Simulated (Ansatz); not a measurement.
Reaction (ligand exchange at the Si–N bond): `C[SiH2][NH][GeH3]` + `C[SiH](S)Cl` → `C[SiH2]S[SiH](C)Cl` + `[NH2][GeH3]`

Calculated with Ansatz (gas phase, PBE0-D4/def2-TZVP geometries, no zero-point term in ΔE). CCSD(T)/CBS is the MP2 limit (def2-TZVPP, def2-QZVPP) plus CCSD(T) − MP2 in def2-TZVPP, frozen cores. Functionals use def2-TZVPP. B3LYP here is the variant with VWN-RPA as its local correlation; programs differ in this. For Ge outer-core shells are correlated without core-valence functions, which leaves a few kJ/mol of doubt a bond. Scalar relativity is left out up to krypton. Each species was taken in one conformer, which may not be the lowest.

(1) Is it downhill or uphill in electronic energy at CCSD(T)/CBS, and by how much? (Estimate.)

(2) What do these levels give: r2SCAN-D4, PBE0-D4, B3LYP-D4, ωB97X-V, ωB97M-V, B2PLYP, HF/def2-TZVPP, SCS-MP2/def2-TZVPP, CCSD/def2-TZVPP, HF/def2-QZVPP, HF/CBS(def2), CCSD/CBS(def2)? (Estimate.)

Largest T1 diagnostic among the species: 0.011.

## Answers

(1) Computed: Downhill: ΔE = -0.12 eV.

(2) Ansatz gave: r2SCAN-D4 -0.16, PBE0-D4 -0.20, B3LYP-D4 -0.13, ωB97X-V -0.12, ωB97M-V -0.12, B2PLYP -0.06, HF/def2-TZVPP 0.06, SCS-MP2/def2-TZVPP -0.07, CCSD/def2-TZVPP -0.04, HF/def2-QZVPP 0.07, HF/CBS(def2) 0.07, CCSD/CBS(def2) -0.09 eV.

The D4 term adds −0.10 eV with B3LYP and −0.06 eV with PBE0; it sums over pairs of atoms, weighted by their polarisabilities, and B3LYP, whose exchange is more repulsive, gets the larger term. In def2-TZVPP, CCSD(T) changes the Hartree–Fock value by −0.14 eV (the triples alone add −0.04 eV) and MP2 by −0.18 eV.
